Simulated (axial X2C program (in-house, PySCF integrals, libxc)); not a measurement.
# BePd: cheaper levels and CCSD(T), 2c

Computed with an axial X2C code built on PySCF integrals. Two-component (2c) means X2C with spin–orbit coupling and atomic mean-field two-electron Coulomb and Gaunt terms. Basis: Pd dyall-cv3z [12s12p8d5f3g], Be dyall-cv3z [8s8p3d1f] (cores contracted in-house); Gaussian nuclei, density fitting, unrestricted open shells. Masses: Pd 105.903 u, Be 9.012 u.

State: Ω = 0 (closed shell); fragments Pd + Be.

```tsv
level	Re (Å)	ωe (cm⁻¹)	De (eV)
PBE0	1.911	633.5	2.34
HF	1.988	494.2	n/a
MP2	1.893	674.1	2.30
CCSD	1.919	609.8	1.87
r2SCAN0	1.898	650.9	2.46
```

Correlated methods: 12 electrons correlated (number of frozen shells: Pd 4 s, 3 p, 1 d; Be 1 s), 268 virtual spin orbitals or spinors in MP2, 90 natural virtuals in coupled cluster.

CCSD(T), same Hamiltonian and basis:

Re = 1.918 Å, ωe = 629.8 cm⁻¹, De = 2.10 eV; T1 = 0.027 (Lee–Taylor normalisation).

Task: Give the differences from CCSD(T) in the columns below.

Result: 

```tsv
level	ΔRe (Å)	Δωe (cm⁻¹)	ΔDe (eV)
PBE0	-0.007	4	0.24
HF	0.070	-136	n/a
MP2	-0.025	44	0.20
CCSD	0.001	-20	-0.23
r2SCAN0	-0.020	21	0.36
```

One determinant describes the state; a PBE0 search over occupations chose it and may have missed a lower one. Closed shells are restricted here (equal orbitals for both partners); the stretched side of such a curve lies too high. Dissociation energies refer to the lowest single-determinant-based atoms at the same level and basis. De is not given where an atomic determinant may have missed its ground term or J level, or where the truncated virtual space spoils (T). Coupled cluster ran in a truncated set of natural virtual spinors; the MP2 energy of the rest was added. (T) has no such correction and the atoms are truncated less, which lowers De at CCSD(T) by a hundredth of an eV or more. The T1 diagnostic is large, a sign of multireference character.
